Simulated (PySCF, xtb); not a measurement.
C₃H₈O₂Si, SMILES O1C[C@@H](C[SiH2]1)O. The values are those of a single conformer.

Harmonic wavenumbers (cm⁻¹) from GFN2-xTB (xtb 6.7.1) at its own minimum, in rising order: 91, 140, 295, 355, 380, 451, 501, 576, 666, 676, 774, 781, 796, 830, 887, 953, 1006, 1056, 1095, 1149, 1174, 1212, 1228, 1299, 1313, 1339, 1461, 1477, 2287, 2333, 2835, 2933, 2971, 2997, 3011, 3549.

**Question.** What does PySCF with PBE0-D3(BJ)/def2-SVP give at its own minimum? (An estimate is asked for; the answer gives what the named calculation found.)

**Answer.** 128, 173, 327, 368, 401, 484, 551, 665, 683, 755, 792, 818, 873, 897, 952, 996, 998, 1045, 1125, 1177, 1189, 1231, 1269, 1343, 1375, 1406, 1430, 1482, 2239, 2245, 3012, 3041, 3080, 3122, 3144, 3885. Paired by order, the mean absolute difference is 61 cm⁻¹ and the zero-point energies are 67.0 and 69.6 kcal/mol.
